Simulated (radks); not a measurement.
Results of a calculation; reference values are marked as such.
Task: All-electron atom: the technetium ion Tc2+ in [Kr] 4d5 (the NIST ground configuration). Code: a radial shooting solver on a logarithmic mesh with Libxc functionals. Model: scalar-relativistic Kohn-Sham, B86b exchange with PBE correlation, spin-polarised, spherical densities, finite nucleus; open shells are filled with parallel spins first (spin-orbit coupling, left out, can overturn this in heavy ions); Fermi nuclear charge, rms radius 4.4112 fm. Some entries of the table are withheld. Estimate them.

| orbital | occ. | eigenvalue (eV) | <1/r> (bohr^-1) | r(max) (bohr) |
|---|---|---|---|---|
| 1s down | 1 | -20886.80 | 44.71 | 0.02228 |
| 1s up | 1 | -20886.78 | 44.71 | 0.02228 |
| 2s up | 1 | -2993.702 | 10.09 | 0.1262 |
| 2s down | 1 | -2993.056 | 10.09 | 0.1262 |
| 2p up | 3 | -2680.928 | 9.794 | 0.1008 |
| 2p down | 3 | -2680.448 | 9.795 | 0.1008 |
| 3s up | 1 | -534.6273 | 3.480 | 0.3722 |
| 3s down | 1 | -534.3040 | 3.480 | 0.3723 |
| 3p up | 3 | -431.9785 | 3.312 | 0.3656 |
| 3p down | 3 | -431.6108 | 3.311 | 0.3657 |
| 3d up | 5 | -265.9275 | 3.082 | 0.3114 |
| 3d down | 5 | -265.3416 | 3.082 | 0.3116 |
| 4s up | 1 | -90.7534 | 1.285 | (1) |
| 4s down | 1 | -87.4253 | 1.298 | (2) |
| 4p up | 3 | (3) | 1.144 | 1.027 |
| 4p down | 3 | (4) | 1.156 | 1.019 |
| 4d up | 5 | -23.8395 | (5) | 1.268 |
| 4d down | 0 | -20.0353 | (6) | 1.257 |
| 5s up | 0 | -19.1400 | 0.4630 | 2.482 |
| 5p up | 0 | -13.5971 | 0.3826 | 2.964 |

Result: 
(1) 4s up r(max) (bohr): 0.9520
(2) 4s down r(max) (bohr): 0.9463
(3) 4p up eigenvalue (eV): -62.8526
(4) 4p down eigenvalue (eV): -59.2290
(5) 4d up <1/r> (bohr^-1): 0.8253
(6) 4d down <1/r> (bohr^-1): 0.8188
